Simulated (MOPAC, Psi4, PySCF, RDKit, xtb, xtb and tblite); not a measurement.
Torsional profile of SMILES O=C(O)[SiH2][GeH3] (CH6GeO2Si). Scanned: dihedral O1–C2–Si4–Ge5; all other coordinates were relaxed at GFN2-xTB. Points at φ and −φ are mirror images.

Geometry of the scan point at 45° (Å):
```
11

O      2.6662    -0.6953     0.4686
C      1.5865    -0.3433     0.0617
O      1.2623    -0.3773    -1.2328
Si     0.1917     0.3187     1.1895
Ge     1.2886     1.8104     2.6106
H      1.9987    -0.7155    -1.7735
H     -0.8331     0.8979     0.3209
H     -0.3497    -0.8443     1.8974
H      1.5201     3.1716     2.0220
H      0.5413     2.1038     3.8782
H      2.6410     1.3736     3.0676
```

Levels of theory: GFN2-xTB (xtb and tblite); PBE/def2-TZVP // GFN2-xTB (Psi4); PBE-D3(BJ)/def2-TZVP // GFN2-xTB (Psi4); wB97X-D/def2-TZVP // GFN2-xTB (Psi4); MP2/cc-pVTZ = DF-MP2 (frozen core)/cc-pVTZ // GFN2-xTB in Psi4; HF/cc-pVTZ // GFN2-xTB (Psi4); UFF // GFN2-xTB (RDKit); AM1, restricted, heats of formation // GFN2-xTB (MOPAC); GFN1-xTB // GFN2-xTB (xtb); RKS-B3LYP/6-31G* = restricted B3LYP/6-31G*, spherical d, density fitting // GFN2-xTB run with PySCF.

Least-squares fit of E(φ) = a0 + Σ (a_n cos nφ + b_n sin nφ), n = 1 to 4, to the 24 scan points, in kJ/mol above the lowest point of each profile (levels whose profile four harmonics don't fit are not listed):

```tsv
method	a0	a1	b1	a2	b2	a3	b3	a4	b4	rms of fit
GFN2-xTB	4.92	1.98	0.00	-2.93	0.00	-0.20	0.00	-0.39	0.00	0.16
PBE/def2-TZVP	4.49	-2.72	0.00	4.56	0.00	0.13	0.00	0.00	0.00	0.21
PBE-D3(BJ)/def2-TZVP	4.09	-2.43	0.00	4.20	0.00	0.01	0.00	0.03	0.00	0.18
wB97X-D/def2-TZVP	3.96	-2.76	0.00	4.04	0.00	-0.11	0.00	-0.07	0.00	0.21
MP2/cc-pVTZ	2.80	-1.98	0.00	2.93	0.00	-0.55	0.00	-0.05	0.00	0.13
HF/cc-pVTZ	4.49	-3.64	0.00	4.52	0.00	-0.48	0.00	-0.13	0.00	0.19
UFF	13.43	-15.26	0.00	7.14	0.00	3.56	0.00	-0.52	0.00	1.19
AM1	7.89	-0.19	0.00	8.37	0.00	1.97	0.00	0.72	0.00	1.10
GFN1-xTB	2.83	-1.15	0.00	-0.41	0.00	-1.48	0.00	0.14	0.00	0.17
RKS-B3LYP/6-31G*	3.56	-2.42	0.00	3.74	0.00	-0.07	0.00	0.09	0.00	0.20
```
